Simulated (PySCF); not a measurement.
Input of a run (PBE0-D3(BJ)/def2-SVP geometry optimisation, gas phase, def2 core potentials past Kr (PySCF 2.14.0)), started from GFN2-xTB:
```
{"job": {"xc": "PBE0", "basis": "def2-SVP", "d3": "d3bj", "grid": 1, "maxiter": 30, "shake": 0.01, "kind": "geom"}, "charge": 0, "multiplicity": 1}
O     -1.572540     0.939310     0.158640
Si    -0.687120    -0.394030     0.166880
Sb     1.668640     0.311860     0.718380
H     -1.396900     1.661620    -0.481170
H     -1.301100    -1.119410     1.261470
H     -0.897180    -1.115630    -1.085500
H      1.934310     0.874240    -0.862380
H      2.307030    -1.177100     0.226690
```

Output (energies in Eh, forces in Eh/bohr):
```
step   0  E = -607.63830952  max force = 0.063025
step   1  E = -607.64577232  max force = 0.016061
step   2  E = -607.64652458  max force = 0.005156
step   3  E = -607.64674134  max force = 0.002621
step   4  E = -607.64680230  max force = 0.000481
step   5  E = -607.64681127  max force = 0.000506
step   6  E = -607.64681683  max force = 0.000521
step   7  E = -607.64682163  max force = 0.000488
step   8  E = -607.64682374  max force = 0.000218
optimisation converged
```

Question: Summarise the run.

Answer: The energy falls by 5.3 kcal/mol over 9 energy and gradient evaluations, the largest force component goes from 0.0630 to 2.2e-04 Eh/bohr, and the atoms move by 0.100 Å rms after alignment. Among the bonds, O1–Si2 and Si2–Sb3 change most and about equally (+0.070 to +0.071 Å). Bonds longer at the end by more than 0.005 Å: 6 of 7; shorter: 1. Among the angles that change most is Sb3–Si2–H6, from 117.4° to 110.4°. The energy never rose by more than 1e-6 Eh on the way. The first step brought 88 % of the lowering.

Question: What are the final bond lengths?

Answer: O1–Si2 1.670 Å, Si2–Sb3 2.591 Å, O1–H4 0.962 Å, Si2–H5 1.490 Å, Si2–H6 1.498 Å, Sb3–H7 1.720 Å, Sb3–H8 1.718 Å. Numbering counts from 1 in the input's order; the species is `O[SiH2][SbH2]`.

The run used 83 basis functions and 55 SCF cycles in all. Hardware: one thread, Arm Neoverse V1 (aarch64), shared host. Cost: 23 s of wall time, 0.36 GiB resident at most.

Not checked by PBE0-D3(BJ)/def2-SVP frequencies. One conformer, not necessarily the lowest.

Conformer computed: `[OH:1][SiH2:2][SbH2:3]`: H–O1–Si2–Sb3 66°.
